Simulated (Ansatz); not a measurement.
Compare A (`COC(=O)[SiH3]`) with its isomer B (`OC1CO[SiH2]1`).

Program: Ansatz. Geometries: PBE0-D4/def2-TZVP. ΔE: electronic, gas phase. CCSD(T)/CBS adds triple-zeta CCSD(T) − MP2 to the extrapolated MP2 energy (def2 sets, frozen cores). DFT in def2-TZVPP. B3LYP here is the variant with VWN-RPA as its local correlation; programs differ in this. Each species was taken in one conformer, which may not be the lowest.

(1) Which is lower in electronic energy at CCSD(T)/CBS, and by how much? (Best estimate.)

(2) Give E(B) − E(A) in kJ/mol with MP2/def2-TZVPP, CCSD(T)/def2-SVP, B3LYP, LDA (SPW92), CCSD(T)/def2-TZVPP, PBE0-D4, B2PLYP. (Best estimate.)

(3) Does the order hold for the free energy at 298.15 K (harmonic terms from PBE0-D4)? (An estimate is asked.)

Largest T1 diagnostic: 0.016.

## Answers

(1) Computed: B, by 16.9 kJ/mol.

(2) The calculation gave: MP2/def2-TZVPP -17.5, CCSD(T)/def2-SVP 33.0, B3LYP 8.4, LDA (SPW92) -16.2, CCSD(T)/def2-TZVPP -9.4, PBE0-D4 -14.0, B2PLYP 1.5. The order is the other way round with CCSD(T)/def2-SVP, B3LYP, B2PLYP.

(3) Ansatz gave: Too close to call: G(B) − G(A) = -0.3 kJ/mol, for one conformer each. Modes under 60 cm⁻¹, often nearly free rotors, make the harmonic entropy too high.

Leaving LDA and LC-ωPBE aside and taking each functional with its dispersion term where it has one, the values, not all of them listed here, spread over 42.3 kJ/mol, from PBE-QIDH to BLYP-D4. LDA lies −21.0 kJ/mol from PBE without D4. The D4 term adds −3.3 kJ/mol with B3LYP and −1.5 kJ/mol with PBE0; it sums over pairs of atoms, weighted by their polarisabilities, and B3LYP, whose exchange is more repulsive, gets the larger term.
